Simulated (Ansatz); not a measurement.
Input for Ansatz (a first-principles code): R-B3LYP-D3(BJ)/def2-TZVP on C4F6 (SMILES FC(F)=C(F)C(F)=C(F)F).

Ansatz 0.2 input:
```yaml
crystal:
  periodic: [false, false, false]
  atoms:
    - {symbol: F, position_ang: [2.26316515, -0.24824212, -1.20869977]}
    - {symbol: C, position_ang: [1.85474903, -0.16066112, 0.03638017]}
    - {symbol: F, position_ang: [2.85550376, -0.21265129, 0.88861952]}
    - {symbol: C, position_ang: [0.58479424, -0.03339066, 0.42581192]}
    - {symbol: F, position_ang: [0.35033024, 0.04219210, 1.74784368]}
    - {symbol: C, position_ang: [-0.58479424, 0.03339066, -0.42581192]}
    - {symbol: F, position_ang: [-0.35033024, -0.04219210, -1.74784368]}
    - {symbol: C, position_ang: [-1.85474903, 0.16066112, -0.03638017]}
    - {symbol: F, position_ang: [-2.26316515, 0.24824212, 1.20869977]}
    - {symbol: F, position_ang: [-2.85550376, 0.21265129, -0.88861952]}
basis:
  gaussian:
    orbitals: def2-TZVP
hamiltonian:
  xc: b3lyp
  dispersion: d3bj
accuracy: high
phonons: {}
scf: {lower_state_search: off}
```

The log:

```
WARN ansatz: RAYON_NUM_THREADS=4 ignored (pool sized by the plan → 4); use --threads N
Functional definition: B3LYP
these checks for a lower state are left out or cut short: stability, starts, cluster_reference, orbital_swaps, neighbouring_geometries, increment
integrals: 2.43 GiB planned
5893 factors; integrals over basis functions are off by at most 2.2e-9 eV
mean field: 4.23 GiB planned
mean field evaluation 1: about -20450.9275 eV, gradient 5.0e1 eV
mean field evaluation 2: about -20449.5117 eV, gradient 5.6e1 eV
mean field evaluation 4: about -20454.7272 eV, gradient 2.9e0 eV
mean field evaluation 8: about -20455.0913 eV, gradient 1.6e-1 eV
mean field evaluation 16: about -20455.0913 eV, gradient 7.8e-5 eV
mean field -20455.09131554 eV, -751.7107408872 hartree, gradient 1.3e-8 eV, S^2 0.000000; 0 other end points of the search recorded, 0 dependent functions left out
the calculation of the forces begins
reference -20455.09135315 eV, -751.7107422694 hartree; 39, 39 occupied and 271, 271 virtual orbitals, 5893 factors
these checks for a lower state are left out or cut short: stability, starts, cluster_reference, orbital_swaps, neighbouring_geometries, increment
integrals: 2.43 GiB planned
5893 factors; integrals over basis functions are off by at most 2.2e-9 eV
mean field: 4.22 GiB planned
mean field evaluation 32: about -20455.0913 eV, gradient 3.5e-8 eV
mean field -20455.09131410 eV, -751.7107408344 hartree, gradient 7.5e-8 eV, S^2 0.000000; 0 other end points of the search recorded, 0 dependent functions left out
the calculation of the forces begins
reference -20455.09135172 eV, -751.7107422166 hartree; 39, 39 occupied and 271, 271 virtual orbitals, 5893 factors
these checks for a lower state are left out or cut short: stability, starts, cluster_reference, orbital_swaps, neighbouring_geometries, increment
integrals: 2.43 GiB planned
5893 factors; integrals over basis functions are off by at most 2.2e-9 eV
mean field: 4.23 GiB planned
mean field -20455.09124476 eV, -751.7107382862 hartree, gradient 7.5e-8 eV, S^2 0.000000; 0 other end points of the search recorded, 0 dependent functions left out
the calculation of the forces begins
reference -20455.09128237 eV, -751.7107396683 hartree; 39, 39 occupied and 271, 271 virtual orbitals, 5893 factors
these checks for a lower state are left out or cut short: stability, starts, cluster_reference, orbital_swaps, neighbouring_geometries, increment
integrals: 2.43 GiB planned
5893 factors; integrals over basis functions are off by at most 2.2e-9 eV
mean field: 4.22 GiB planned
mean field -20455.09130576 eV, -751.7107405277 hartree, gradient 7.5e-8 eV, S^2 0.000000; 0 other end points of the search recorded, 0 dependent functions left out
the calculation of the forces begins
reference -20455.09134337 eV, -751.7107419098 hartree; 39, 39 occupied and 271, 271 virtual orbitals, 5893 factors
these checks for a lower state are left out or cut short: stability, starts, cluster_reference, orbital_swaps, neighbouring_geometries, increment
integrals: 2.43 GiB planned
5893 factors; integrals over basis functions are off by at most 2.2e-9 eV
mean field: 4.23 GiB planned
mean field -20455.09131324 eV, -751.7107408027 hartree, gradient 7.5e-8 eV, S^2 0.000000; 0 other end points of the search recorded, 0 dependent functions left out
the calculation of the forces begins
reference -20455.09135085 eV, -751.7107421849 hartree; 39, 39 occupied and 271, 271 virtual orbitals, 5893 factors
these checks for a lower state are left out or cut short: stability, starts, cluster_reference, orbital_swaps, neighbouring_geometries, increment
integrals: 2.43 GiB planned
5893 factors; integrals over basis functions are off by at most 2.2e-9 eV
mean field: 4.23 GiB planned
mean field evaluation 64: about -20454.7408 eV, gradient 1.5e-3 eV
mean field -20455.09117119 eV, -751.7107355825 hartree, gradient 7.5e-8 eV, S^2 0.000000; 0 other end points of the search recorded, 0 dependent functions left out
the calculation of the forces begins
reference -20455.09120880 eV, -751.7107369646 hartree; 39, 39 occupied and 271, 271 virtual orbitals, 5893 factors
these checks for a lower state are left out or cut short: stability, starts, cluster_reference, orbital_swaps, neighbouring_geometries, increment
integrals: 2.43 GiB planned
5893 factors; integrals over basis functions are off by at most 2.2e-9 eV
mean field: 4.22 GiB planned
mean field -20455.09120534 eV, -751.7107368375 hartree, gr
[...]
 points of the search recorded, 0 dependent functions left out
the calculation of the forces begins
reference -20455.09107466 eV, -751.7107320349 hartree; 39, 39 occupied and 271, 271 virtual orbitals, 5893 factors
these checks for a lower state are left out or cut short: stability, starts, cluster_reference, orbital_swaps, neighbouring_geometries, increment
integrals: 2.43 GiB planned
5893 factors; integrals over basis functions are off by at most 2.2e-9 eV
mean field: 4.22 GiB planned
mean field -20455.09127873 eV, -751.7107395344 hartree, gradient 7.5e-8 eV, S^2 0.000000; 0 other end points of the search recorded, 0 dependent functions left out
the calculation of the forces begins
reference -20455.09131634 eV, -751.7107409165 hartree; 39, 39 occupied and 271, 271 virtual orbitals, 5893 factors
these checks for a lower state are left out or cut short: stability, starts, cluster_reference, orbital_swaps, neighbouring_geometries, increment
integrals: 2.43 GiB planned
5893 factors; integrals over basis functions are off by at most 2.2e-9 eV
mean field: 4.22 GiB planned
mean field evaluation 224: about -20455.0913 eV, gradient 7.5e-8 eV
mean field -20455.09128295 eV, -751.7107396896 hartree, gradient 7.5e-8 eV, S^2 0.000000; 0 other end points of the search recorded, 0 dependent functions left out
the calculation of the forces begins
reference -20455.09132056 eV, -751.7107410718 hartree; 39, 39 occupied and 271, 271 virtual orbitals, 5893 factors
these checks for a lower state are left out or cut short: stability, starts, cluster_reference, orbital_swaps, neighbouring_geometries, increment
integrals: 2.43 GiB planned
5893 factors; integrals over basis functions are off by at most 2.2e-9 eV
mean field: 4.22 GiB planned
mean field -20455.09113179 eV, -751.7107341346 hartree, gradient 7.5e-8 eV, S^2 0.000000; 0 other end points of the search recorded, 0 dependent functions left out
the calculation of the forces begins
reference -20455.09116940 eV, -751.7107355168 hartree; 39, 39 occupied and 271, 271 virtual orbitals, 5893 factors
these checks for a lower state are left out or cut short: stability, starts, cluster_reference, orbital_swaps, neighbouring_geometries, increment
integrals: 2.43 GiB planned
5893 factors; integrals over basis functions are off by at most 2.2e-9 eV
mean field: 4.22 GiB planned
mean field -20455.09112264 eV, -751.7107337983 hartree, gradient 7.5e-8 eV, S^2 0.000000; 0 other end points of the search recorded, 0 dependent functions left out
the calculation of the forces begins
reference -20455.09116025 eV, -751.7107351804 hartree; 39, 39 occupied and 271, 271 virtual orbitals, 5893 factors
these checks for a lower state are left out or cut short: stability, starts, cluster_reference, orbital_swaps, neighbouring_geometries, increment
integrals: 2.43 GiB planned
5893 factors; integrals over basis functions are off by at most 2.2e-9 eV
mean field: 4.23 GiB planned
mean field -20455.09129925 eV, -751.7107402887 hartree, gradient 7.5e-8 eV, S^2 0.000000; 0 other end points of the search recorded, 0 dependent functions left out
the calculation of the forces begins
reference -20455.09133686 eV, -751.7107416708 hartree; 39, 39 occupied and 271, 271 virtual orbitals, 5893 factors
these checks for a lower state are left out or cut short: stability, starts, cluster_reference, orbital_swaps, neighbouring_geometries, increment
integrals: 2.43 GiB planned
5893 factors; integrals over basis functions are off by at most 2.2e-9 eV
mean field: 4.22 GiB planned
mean field evaluation 256: about -20455.0913 eV, gradient 4.1e-3 eV
mean field -20455.09127936 eV, -751.7107395578 hartree, gradient 7.5e-8 eV, S^2 0.000000; 0 other end points of the search recorded, 0 dependent functions left out
the calculation of the forces begins
reference -20455.09131698 eV, -751.7107409400 hartree; 39, 39 occupied and 271, 271 virtual orbitals, 5893 factors
these checks for a lower state are left out or cut short: stability, starts, cluster_reference, orbital_swaps, neighbouring_geometries, increment
integrals: 2.43 GiB planned
5893 factors; integrals over basis functions are off by at most 2.2e-9 eV
mean field: 4.23 GiB planned
mean field -20455.09130939 eV, -751.7107406612 hartree, gradient 7.5e-8 eV, S^2 0.000000; 0 other end points of the search recorded, 0 dependent functions left out
the calculation of the forces begins
reference -20455.09134700 eV, -751.7107420434 hartree; 39, 39 occupied and 271, 271 virtual orbitals, 5893 factors
these checks for a lower state are left out or cut short: stability, starts, cluster_reference, orbital_swaps, neighbouring_geometries, increment
integrals: 2.43 GiB planned
5893 factors; integrals over basis functions are off by at most 2.2e-9 eV
mean field: 4.22 GiB planned
mean field -20455.09130831 eV, -751.7107406216 hartree, gradient 7.5e-8 eV, S^2 0.000000; 0 other end points of the search recorded, 0 dependent functions left out
the calculation of the forces begins
reference -20455.09134592 eV, -751.7107420038 hartree; 39, 39 occupied and 271, 271 virtual orbitals, 5893 factors
these checks for a lower state are left out or cut short: stability, starts, cluster_reference, orbital_swaps, neighbouring_geometries, increment
integrals: 2.43 GiB planned
5893 factors; integrals over basis functions are off by at most 2.2e-9 eV
mean field: 4.22 GiB planned
mean field -20455.09122634 eV, -751.7107376091 hartree, gradient 7.5e-8 eV, S^2 0.000000; 0 other end points of the search recorded, 0 dependent functions left out
the calculation of the forces begins
reference -20455.09126395 eV, -751.7107389912 hartree; 39, 39 occupied and 271, 271 virtual orbitals, 5893 factors
these checks for a lower state are left out or cut short: stability, starts, cluster_reference, orbital_swaps, neighbouring_geometries, increment
integrals: 2.43 GiB planned
5893 factors; integrals over basis functions are off by at most 2.2e-9 eV
mean field: 4.23 GiB planned
mean field evaluation 288: about -20454.7391 eV, gradient 1.0e0 eV
mean field -20455.09115722 eV, -751.7107350692 hartree, gradient 7.5e-8 eV, S^2 0.000000; 0 other end points of the search recorded, 0 dependent functions left out
the calculation of the forces begins
reference -20455.09119483 eV, -751.7107364514 hartree; 39, 39 occupied and 271, 271 virtual orbitals, 5893 factors
WARN: phonons: modes at or below zero, which the zero-point energy, F, S and C_V leave out: 1, the lowest at -20.83 cm⁻¹ …
Total energy: -20455.44513566 eV, -751.7237435368 hartree
Atom 0 at     2.263165    -0.248242    -1.208700 Å, force     0.000119    -0.000039    -0.000301 eV/Å
Atom 1 at     1.854749    -0.160661     0.036380 Å, force     0.000373     0.000028     0.000283 eV/Å
Atom 2 at     2.855504    -0.212651     0.888620 Å, force    -0.000141    -0.000008    -0.000137 eV/Å
Atom 3 at     0.584794    -0.033391     0.425812 Å, force    -0.000243    -0.000014    -0.000318 eV/Å
Atom 4 at     0.350330     0.042192     1.747844 Å, force    -0.000172     0.000025     0.000212 eV/Å
Atom 5 at    -0.584794     0.033391    -0.425812 Å, force     0.000243     0.000014     0.000318 eV/Å
Atom 6 at    -0.350330    -0.042192    -1.747844 Å, force     0.000172    -0.000025    -0.000212 eV/Å
Atom 7 at    -1.854749     0.160661    -0.036380 Å, force    -0.000373    -0.000028    -0.000283 eV/Å
Atom 8 at    -2.263165     0.248242     1.208700 Å, force    -0.000119     0.000039     0.000301 eV/Å
Atom 9 at    -2.855504     0.212651    -0.888620 Å, force     0.000141     0.000008     0.000137 eV/Å
Dipole moment:     0.000000     0.000000     0.000000 e Å
Vibrations: -20.83 107.75 136.69 176.81 222.75 293.37 340.55 353.99 378.82 463.01 496.61 565.28 588.73 621.63 642.55 717.70 960.97 1182.96 1206.80 1310.22 1329.64 1412.90 1768.38 1822.14 cm⁻¹, zero-point energy 1.060079 eV
Checks for a lower state left out: stability, starts, cluster_reference, orbital_swaps, neighbouring_geometries, increment
```

Self-consistency was reached.

Cost: very roughly 50 core-minutes.
